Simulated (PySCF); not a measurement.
Isomers of C4H15FSi3.

All values: PBE0/pcSseg-1 (PySCF) at GFN2-xTB geometries, gas phase, one conformer each.

Task: Rank by HOMO–LUMO gap, lowest first.
A. `[F:1][C@H:2]([SiH3:3])[CH2:4][CH2:5][CH:6]([SiH3:7])[SiH3:8]` with F1–C2–C4–C5 -63°, C2–C4–C5–C6 177°, C4–C5–C6–Si7 -64°
B. `[CH3:1][CH2:2][Si@H:3]([CH2:4][SiH3:5])[SiH2:6][CH2:7][F:8]` with C1–C2–Si3–C4 -62°, C2–Si3–C4–Si5 171°, C2–Si3–Si6–C7 61°, Si3–Si6–C7–F8 49°
C. `[CH3:1][C@H:2]([F:3])[CH2:4][CH2:5][SiH:6]([SiH3:7])[SiH3:8]` with C1–C2–C4–C5 -175°, C2–C4–C5–Si6 -178°, C4–C5–Si6–Si7 -173°

Result: C (7.69 eV), B (7.94 eV), A (8.66 eV).

Task: Rank by LUMO energy, highest first.
A. `[CH3:1][C@H:2]([F:3])[CH2:4][CH2:5][SiH:6]([SiH3:7])[SiH3:8]` with C1–C2–C4–C5 -175°, C2–C4–C5–Si6 -178°, C4–C5–Si6–Si7 -173°
B. `[CH3:1][CH2:2][Si@H:3]([CH2:4][F:5])[CH2:6][SiH2:7][SiH3:8]` with C1–C2–Si3–C4 178°, C2–Si3–C4–F5 -72°, C2–Si3–C6–Si7 169°, Si3–C6–Si7–Si8 174°
C. `[F:1][C@H:2]([SiH3:3])[CH2:4][CH2:5][CH:6]([SiH3:7])[SiH3:8]` with F1–C2–C4–C5 -63°, C2–C4–C5–C6 177°, C4–C5–C6–Si7 -64°

Result: C (0.47 eV), B (0.03 eV), A (-0.44 eV).

All values together:

| SMILES | μ (D) | HOMO (eV) | LUMO (eV) | lowest IAO charge (e) | highest IAO charge (e) | lowest Hirshfeld charge (e) | highest Hirshfeld charge (e) |
| --- | --- | --- | --- | --- | --- | --- | --- |
| CC[Si@H](C[SiH3])[SiH2]CF | 1.71 | -7.97 | -0.04 | -0.808 (C) | +0.617 (Si) | -0.244 (C) | +0.310 (Si) |
| CC[Si@H](CF)C[SiH2][SiH3] | 1.66 | -7.94 | 0.03 | -0.810 (C) | +0.903 (Si) | -0.246 (C) | +0.366 (Si) |
| C[C@H](F)CC[SiH]([SiH3])[SiH3] | 1.87 | -8.12 | -0.44 | -0.508 (C) | +0.306 (Si) | -0.158 (C) | +0.211 (Si) |
| F[C@H]([SiH3])CCC([SiH3])[SiH3] | 1.30 | -8.19 | 0.47 | -0.639 (C) | +0.595 (Si) | -0.187 (C) | +0.313 (Si) |

Conformers: `[CH3:1][CH2:2][Si@H:3]([CH2:4][SiH3:5])[SiH2:6][CH2:7][F:8]` with C1–C2–Si3–C4 -62°, C2–Si3–C4–Si5 171°, C2–Si3–Si6–C7 61°, Si3–Si6–C7–F8 49°; `[CH3:1][CH2:2][Si@H:3]([CH2:4][F:5])[CH2:6][SiH2:7][SiH3:8]` with C1–C2–Si3–C4 178°, C2–Si3–C4–F5 -72°, C2–Si3–C6–Si7 169°, Si3–C6–Si7–Si8 174°; `[CH3:1][C@H:2]([F:3])[CH2:4][CH2:5][SiH:6]([SiH3:7])[SiH3:8]` with C1–C2–C4–C5 -175°, C2–C4–C5–Si6 -178°, C4–C5–Si6–Si7 -173°; `[F:1][C@H:2]([SiH3:3])[CH2:4][CH2:5][CH:6]([SiH3:7])[SiH3:8]` with F1–C2–C4–C5 -63°, C2–C4–C5–C6 177°, C4–C5–C6–Si7 -64°.
